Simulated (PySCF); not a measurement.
Al(SH)3 (AlH3S3), SMILES [SH][Al]([SH])[SH].

Geometry: B3LYP-D3(BJ)/def2-SVP. The values are those of a single conformer.

Level of theory: PySCF with B3LYP-D3(BJ)/def2-SVP.

Frequencies are harmonic and unscaled.

```json
[
 {"mode": "1", "ν (cm⁻¹)": "108", "IR (km/mol)": "10.6", "Raman (Å⁴/amu)": "2.3", "depolarisation": "0.70", "moving atoms (share of kinetic energy)": "H 68 %, S 28 %"},
 {"mode": "2", "ν (cm⁻¹)": "118", "IR (km/mol)": "3.7", "Raman (Å⁴/amu)": "1.7", "depolarisation": "0.72", "moving atoms (share of kinetic energy)": "S 83 %, Al 12 %"},
 {"mode": "3", "ν (cm⁻¹)": "134", "IR (km/mol)": "6.8", "Raman (Å⁴/amu)": "2.8", "depolarisation": "0.56", "moving atoms (share of kinetic energy)": "S 54 %, H 38 %, Al 8 %"},
 {"mode": "4", "ν (cm⁻¹)": "174", "IR (km/mol)": "22.2", "Raman (Å⁴/amu)": "0.1", "depolarisation": "0.70", "moving atoms (share of kinetic energy)": "Al 77 %, S 22 %"},
 {"mode": "5", "ν (cm⁻¹)": "207", "IR (km/mol)": "20.3", "Raman (Å⁴/amu)": "3.9", "depolarisation": "0.75", "moving atoms (share of kinetic energy)": "H 93 %"},
 {"mode": "6", "ν (cm⁻¹)": "228", "IR (km/mol)": "21.5", "Raman (Å⁴/amu)": "0.8", "depolarisation": "0.75", "moving atoms (share of kinetic energy)": "H 98 %"},
 {"mode": "7", "ν (cm⁻¹)": "348", "IR (km/mol)": "0.1", "Raman (Å⁴/amu)": "26.3", "depolarisation": "0.10", "moving atoms (share of kinetic energy)": "S 97 %"},
 {"mode": "8", "ν (cm⁻¹)": "538", "IR (km/mol)": "58.8", "Raman (Å⁴/amu)": "8.3", "depolarisation": "0.74", "moving atoms (share of kinetic energy)": "Al 48 %, H 28 %, S 24 %"},
 {"mode": "9", "ν (cm⁻¹)": "549", "IR (km/mol)": "107.7", "Raman (Å⁴/amu)": "5.9", "depolarisation": "0.69", "moving atoms (share of kinetic energy)": "Al 53 %, S 34 %, H 13 %"},
 {"mode": "10", "ν (cm⁻¹)": "608", "IR (km/mol)": "24.3", "Raman (Å⁴/amu)": "0.3", "depolarisation": "0.67", "moving atoms (share of kinetic energy)": "H 88 %, S 10 %"},
 {"mode": "11", "ν (cm⁻¹)": "678", "IR (km/mol)": "16.4", "Raman (Å⁴/amu)": "4.0", "depolarisation": "0.73", "moving atoms (share of kinetic energy)": "H 81 %, Al 13 %"},
 {"mode": "12", "ν (cm⁻¹)": "705", "IR (km/mol)": "40.4", "Raman (Å⁴/amu)": "8.0", "depolarisation": "0.75", "moving atoms (share of kinetic energy)": "H 72 %, Al 17 %, S 11 %"},
 {"mode": "13", "ν (cm⁻¹)": "2666", "IR (km/mol)": "0.6", "Raman (Å⁴/amu)": "124.3", "depolarisation": "0.28", "moving atoms (share of kinetic energy)": "H 97 %"},
 {"mode": "14", "ν (cm⁻¹)": "2668", "IR (km/mol)": "1.7", "Raman (Å⁴/amu)": "15.8", "depolarisation": "0.72", "moving atoms (share of kinetic energy)": "H 97 %"},
 {"mode": "15", "ν (cm⁻¹)": "2671", "IR (km/mol)": "0.7", "Raman (Å⁴/amu)": "221.7", "depolarisation": "0.29", "moving atoms (share of kinetic energy)": "H 97 %"}
]
```
